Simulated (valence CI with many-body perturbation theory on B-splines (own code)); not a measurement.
E1 line list for Rb30+

Computed by valence CI with perturbative core correlation (CI+MBPT): five valence electrons over a frozen Dirac-Fock core [He], a basis of 9 s, 9 p, 8 d, 6 f, 3 g, 1 h functions for each j, with the one-electron correlation potential Σ1, the two-electron term Σ2, the three-electron term Σ3, Breit, model QED; selected CI, second order for the rest (own B-spline code, finite nucleus).

The last digits are not significant, and no measured levels were compared; by estimate large intervals hold to a few tenths of a per cent, small ones and those within an open d or f shell to about a per cent. Among the levels kept, up to 1500 cm⁻¹ of a level comes from second order outside the variational space, and about a tenth of that is noise between levels of different J, which matters for small intervals.

Lines 1 to 50 of 294 in falling wavelength, among levels below 18229 × 10³ cm⁻¹, chosen from the strongest by gf and those to the six lowest levels. Wavelengths and rates use the calculated energies. Electric multipoles are in the length gauge, E1 and E2 with the static RPA response of the core. Weak lines are less certain than strong ones. Lines between different terms over intervals too small for the method are left out, as are lines whose strength nearly cancels. The highest levels of a list are the least certain.

Levels are named by their leading jj configuration (3d3/2^4 stands for four electrons in 3d with j = 3/2), which in mixed levels can hold well under half, so a name can repeat and another be missing. Letters in brackets count levels of one name in rising energy.

```csv
λ vac (Å),Upper,Lower,A (s⁻¹),S (a.u.)
336.5,(2s^2 2p1/2 2p3/2 3p1/2) J=5/2,(2s^2 2p1/2 2p3/2 3s) J=3/2 [b],8.78e+08,9.91e-02
318.8,(2s^2 2p1/2 2p3/2 3p1/2) J=3/2,(2s^2 2p1/2 2p3/2 3s) J=1/2,8.21e+08,5.25e-02
314.3,(2s^2 2p1/2 2p3/2 3p1/2) J=1/2,(2s^2 2p1/2 2p3/2 3s) J=3/2 [a],2.11e+09,6.47e-02
312.1,(2s^2 2p1/2^2 3p1/2) J=1/2,(2s^2 2p1/2^2 3s) J=1/2,2.87e+09,8.62e-02
307.7,(2s 2p1/2^2 2p3/2 3p1/2) J=3/2 [b],(2s 2p1/2^2 2p3/2 3s) J=1/2,1.48e+09,8.50e-02
305.0,(2s^2 2p1/2 2p3/2 3p1/2) J=5/2,(2s^2 2p1/2 2p3/2 3s) J=5/2,1.73e+09,1.45e-01
302.7,(2s 2p1/2^2 2p3/2 3p1/2) J=1/2,(2s^2 2p3/2^2 3p3/2) J=3/2 [a],1.75e+09,4.79e-02
295.3,(2s 2p1/2^2 2p3/2 3p1/2) J=3/2 [b],(2s^2 2p3/2^2 3p3/2) J=3/2 [a],1.13e+09,5.77e-02
287.3,(2s 2p1/2^2 2p3/2 3p1/2) J=3/2 [a],(2s 2p1/2^2 2p3/2 3s) J=5/2,3.50e+09,1.64e-01
283.4,(2s^2 2p1/2 2p3/2 3p1/2) J=3/2,(2s^2 2p1/2 2p3/2 3s) J=3/2 [a],1.97e+09,8.85e-02
281.6,(2s^2 2p3/2^2 3d5/2) J=5/2,(2s^2 2p3/2^2 3p3/2) J=3/2 [b],8.17e+08,5.40e-02
279.9,(2s 2p1/2^2 2p3/2 3s) J=3/2,(2s^2 2p3/2^2 3s) J=5/2,1.27e+09,5.49e-02
279.8,(2s^2 2p1/2 2p3/2 3d3/2) J=5/2 [b],(2s^2 2p1/2 2p3/2 3p3/2) J=5/2 [b],7.23e+08,4.69e-02
276.9,(2s 2p1/2^2 2p3/2 3p1/2) J=5/2,(2s 2p1/2^2 2p3/2 3s) J=5/2,3.27e+09,2.05e-01
270.4,(2s^2 2p1/2 2p3/2 3d3/2) J=7/2,(2s^2 2p1/2 2p3/2 3p3/2) J=7/2,9.87e+08,7.71e-02
268.6,(2s^2 2p1/2 2p3/2 3d5/2) J=3/2 [b],(2s^2 2p1/2 2p3/2 3p3/2) J=1/2 [b],1.85e+09,7.07e-02
265.1,(2s 2p1/2^2 2p3/2 3p3/2) J=3/2,(2s^2 2p3/2^2 3p1/2) J=3/2,1.32e+09,4.84e-02
262.7,(2s^2 2p3/2^2 3p1/2) J=5/2,(2s^2 2p3/2^2 3s) J=3/2,2.08e+09,1.11e-01
262.6,(2s^2 2p1/2 2p3/2 3d5/2) J=1/2,(2s^2 2p1/2 2p3/2 3p3/2) J=1/2 [b],2.57e+09,4.60e-02
253.2,(2s^2 2p3/2^2 3p1/2) J=1/2,(2s^2 2p3/2^2 3s) J=1/2,5.15e+09,8.25e-02
252.5,(2s^2 2p1/2 2p3/2 3p3/2) J=3/2 [a],(2s^2 2p1/2 2p3/2 3s) J=3/2 [b],1.90e+09,6.04e-02
251.8,(2s^2 2p3/2^2 3d5/2) J=7/2,(2s^2 2p3/2^2 3p3/2) J=7/2,1.05e+09,6.62e-02
251.3,(2s^2 2p3/2^2 3p1/2) J=3/2,(2s^2 2p3/2^2 3s) J=5/2,2.61e+09,8.18e-02
245.8,(2s^2 2p3/2^2 3d5/2) J=7/2,(2s^2 2p3/2^2 3p3/2) J=5/2,3.73e+09,2.19e-01
243.1,(2s^2 2p1/2 2p3/2 3d5/2) J=9/2,(2s^2 2p1/2 2p3/2 3p3/2) J=7/2,5.25e+09,3.72e-01
242.6,(2s^2 2p1/2 2p3/2 3d5/2) J=7/2 [a],(2s^2 2p1/2 2p3/2 3p3/2) J=5/2 [a],4.73e+09,2.67e-01
242.2,(2s^2 2p3/2^2 3p1/2) J=5/2,(2s^2 2p3/2^2 3s) J=5/2,3.66e+09,1.54e-01
241.3,(2s^2 2p3/2^2 3d5/2) J=5/2,(2s^2 2p3/2^2 3p3/2) J=3/2 [a],2.16e+09,8.99e-02
240.9,(2s^2 2p3/2^2 3d5/2) J=9/2,(2s^2 2p3/2^2 3p3/2) J=7/2,5.31e+09,3.66e-01
239.9,(2s 2p1/2^2 2p3/2 3p3/2) J=5/2,(2s^2 2p3/2^2 3p1/2) J=3/2,1.57e+09,6.41e-02
239.3,(2s 2p1/2^2 2p3/2 3p3/2) J=3/2,(2s 2p1/2^2 2p3/2 3s) J=3/2,3.69e+09,9.98e-02
234.8,(2s^2 2p1/2^2 3d5/2) J=5/2,(2s^2 2p1/2^2 3p3/2) J=3/2,5.80e+09,2.22e-01
234.4,(2s^2 2p1/2 2p3/2 3p3/2) J=3/2 [a],(2s^2 2p1/2 2p3/2 3s) J=5/2,1.40e+09,3.55e-02
232.4,(2s^2 2p3/2^2 3d3/2) J=1/2 [a],(2s^2 2p3/2^2 3p3/2) J=1/2,2.99e+09,3.71e-02
232.2,(2s^2 2p1/2 2p3/2 3d5/2) J=5/2 [a],(2s^2 2p1/2 2p3/2 3p3/2) J=3/2 [a],3.52e+09,1.30e-01
232.0,(2s^2 2p1/2 2p3/2 3d5/2) J=7/2 [b],(2s^2 2p1/2 2p3/2 3p3/2) J=5/2 [b],5.21e+09,2.57e-01
229.7,(2s^2 2p3/2^2 3p3/2) J=5/2,(2s^2 2p3/2^2 3s) J=3/2,4.15e+09,1.49e-01
228.1,(2s^2 2p3/2^2 3p3/2) J=1/2,(2s^2 2p3/2^2 3s) J=3/2,6.10e+09,7.15e-02
222.0,(2s^2 2p1/2 2p3/2 3d5/2) J=3/2 [a],(2s^2 2p1/2 2p3/2 3p3/2) J=1/2 [a],4.19e+09,9.04e-02
219.9,(2s^2 2p1/2 2p3/2 3p3/2) J=3/2 [b],(2s^2 2p1/2 2p3/2 3s) J=5/2,5.20e+09,1.09e-01
219.0,(2s^2 2p3/2^2 3d3/2) J=7/2,(2s^2 2p3/2^2 3p3/2) J=7/2,8.57e+08,3.55e-02
218.5,(2s 2p1/2^2 2p3/2 3p3/2) J=5/2,(2s 2p1/2^2 2p3/2 3s) J=3/2,4.24e+09,1.31e-01
217.8,(2s^2 2p1/2 2p3/2 3p3/2) J=1/2 [a],(2s^2 2p1/2 2p3/2 3s) J=1/2,4.92e+09,5.01e-02
214.7,(2s^2 2p1/2 2p3/2 3d5/2) J=5/2 [b],(2s^2 2p1/2 2p3/2 3p3/2) J=3/2 [c],5.47e+09,1.60e-01
214.0,(2s^2 2p1/2 2p3/2 3d5/2) J=5/2 [a],(2s^2 2p1/2 2p3/2 3p3/2) J=5/2 [a],1.40e+09,4.06e-02
213.9,(2s^2 2p1/2 2p3/2 3d3/2) J=5/2 [b],(2s^2 2p1/2 2p3/2 3p3/2) J=3/2 [b],2.99e+09,8.68e-02
213.9,(2s^2 2p3/2^2 3p3/2) J=5/2,(2s^2 2p3/2^2 3s) J=5/2,3.44e+09,9.96e-02
213.0,(2s 2p1/2^2 2p3/2 3p3/2) J=1/2,(2s 2p1/2^2 2p3/2 3s) J=3/2,5.45e+09,5.20e-02
209.6,(2s^2 2p3/2^2 3p3/2) J=7/2,(2s^2 2p3/2^2 3s) J=5/2,9.35e+09,3.40e-01
209.4,(2s^2 2p1/2 2p3/2 3p3/2) J=5/2 [a],(2s^2 2p1/2 2p3/2 3s) J=3/2 [a],8.74e+09,2.38e-01
```
